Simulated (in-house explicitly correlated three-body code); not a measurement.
Computed with an exponentially correlated three-body code. Model: two electrons around a point charge, non-relativistic, variational in 260 exponentially correlated functions (energies converged to about 1e-7 hartree, or 1e-8 relative for large Z).

Command:
```bash
python run_hyl.py task.json out
```
Settings (lengths in bohr, energies in hartree):
```
Z                      3
nuclear_mass           0.7
interaction_strength   1
functions              260
states_tried           13
```

Cost of the run: 41 s on 1 thread of Arm Neoverse V1, on a shared host.

**Those bound S and P states to n = 4 that converged, binding against the one-electron ion.**

Given: nuclear charge 3; mass of the centre 0.7 electron masses.

Computed: one-electron threshold -1.85294118 hartree.

```tsv
term	energy (hartree)	binding (eV)
1 1S	-3.12648222	34.655
2 3P	-2.34454933	13.377
2 3S	?	?
3 3S	-1.9816795	3.5031
4 3S	-1.92692994	2.0133
```

What belongs in the row 2 3S?

energy (hartree): -2.12887803; binding (eV): 7.5086.

**Converged states only, values per electron or pair.**

```json
{"term": "1 1S", "mean r (bohr)": "1.2862", "mean r squared (bohr²)": "2.2089", "mean inverse r (1/bohr)": "1.1734", "mean r12 (bohr)": "1.6737", "mean inverse r12 (1/bohr)": "0.7874", "mean cosine": "0.18973", "mean p1 dot p2 (bohr⁻²)": "-0.27457", "delta r1 (bohr⁻³)": "0.53648", "delta r12 (bohr⁻³)": "0.05318"}
{"term": "2 3P", "mean r (bohr)": "?", "mean r squared (bohr²)": "?", "mean inverse r (1/bohr)": "?", "mean r12 (bohr)": "?", "mean inverse r12 (1/bohr)": "?", "mean cosine": "?", "mean p1 dot p2 (bohr⁻²)": "?", "delta r1 (bohr⁻³)": "?", "delta r12 (bohr⁻³)": "-"}
{"term": "2 3S", "mean r (bohr)": "3.3612", "mean r squared (bohr²)": "18.388", "mean inverse r (1/bohr)": "0.7444", "mean r12 (bohr)": "5.5317", "mean inverse r12 (1/bohr)": "0.20862", "mean cosine": "0.098406", "mean p1 dot p2 (bohr⁻²)": "-0.043227", "delta r1 (bohr⁻³)": "0.32298", "delta r12 (bohr⁻³)": "-"}
{"term": "3 3S", "mean r (bohr)": "6.4355", "mean r squared (bohr²)": "78.017", "mean inverse r (1/bohr)": "0.67876", "mean r12 (bohr)": "11.663", "mean inverse r12 (1/bohr)": "0.10921", "mean cosine": "0.048988", "mean p1 dot p2 (bohr⁻²)": "-0.046878", "delta r1 (bohr⁻³)": "0.30719", "delta r12 (bohr⁻³)": "-"}
{"term": "4 3S", "mean r (bohr)": "10.742", "mean r squared (bohr²)": "232.04", "mean inverse r (1/bohr)": "0.65326", "mean r12 (bohr)": "20.271", "mean inverse r12 (1/bohr)": "0.065712", "mean cosine": "0.029617", "mean p1 dot p2 (bohr⁻²)": "-0.034022", "delta r1 (bohr⁻³)": "0.30312", "delta r12 (bohr⁻³)": "-"}
```

What belongs in the row 2 3P?

mean r (bohr): 2.0307; mean r squared (bohr²): 5.9279; mean inverse r (1/bohr): 0.84684; mean r12 (bohr): 3.0616; mean inverse r12 (1/bohr): 0.39196; mean cosine: 0.041995; mean p1 dot p2 (bohr⁻²): -0.44641; delta r1 (bohr⁻³): 0.30906.
